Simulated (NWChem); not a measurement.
**CH3FSi in NWChem**

```xyz
6

Si     0.0729    -0.6822     0.0000
F      1.3303     0.3833     0.0000
C     -1.3511     0.5843     0.0000
H     -2.3467     0.1116     0.0000
H     -1.2703     1.2421    -0.8861
H     -1.2703     1.2421     0.8861
```
Charge 0, spin multiplicity 1.

Everything below was run with NWChem. All single points use one geometry, from B3LYP/def2-SVP, a minimum by its harmonic frequencies.

Symmetry labels belong to the abelian group Cs used in the runs, with the axes of the coordinates shown.

The structure started from a generated list of species.

**Question.** List the lowest 4 singlet excitations that CIS/def2-SVPD gives, with oscillator strengths.

**Answer.** 
```
state  symmetry  energy (eV)  wavelength (nm)      f
-----  --------  -----------  ---------------  -----
1            a"         3.67              338  0.076
2            a'         6.65              186  0.249
3            a'         7.31              170  0.041
4            a'         7.80              159  0.525
```
